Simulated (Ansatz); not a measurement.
A run for Ansatz (a program for electronic structure): U-B3LYP/def2-TZVPP on GeH4Si (SMILES [SiH3][GeH]), a point of a bond scan (R = 1.489 Å).

Ansatz 0.2 input:
```yaml
crystal:
  periodic: [false, false, false]
  atoms:
    - {symbol: Ge, position_ang: [0.02685858, 0.67888508, 0.55005831]}
    - {symbol: H, position_ang: [-0.44427669, 1.55316857, -0.70383312]}
    - {symbol: Si, position_ang: [-0.02124929, -1.29644312, -0.93386225]}
    - {symbol: H, position_ang: [0.90831919, -1.08769333, -2.07782392]}
    - {symbol: H, position_ang: [-1.39240712, -1.47710314, -1.48487088]}
    - {symbol: H, position_ang: [0.36638007, -2.56249089, -0.26126659]}
basis:
  gaussian:
    orbitals: def2-TZVPP
hamiltonian:
  xc: {name: B3LYP}
magnetization: {spin_polarized: true, initial_magnetization: 0}
```

The head of its log:

```
WARN ansatz: RAYON_NUM_THREADS=1 ignored (pool sized by the plan → 1); use --threads N
Functional definition: B3LYP
integrals: 0.06 GiB planned
916 factors; their error is unknown
mean field: 0.74 GiB planned
mean field evaluation 1: about -64460.4730 eV, gradient 1.5e1 eV
mean field evaluation 2: about -64460.5502 eV, gradient 1.7e1 eV
```

### Question
Predict the final total energy.

### Answer
-2368.9311 hartree.
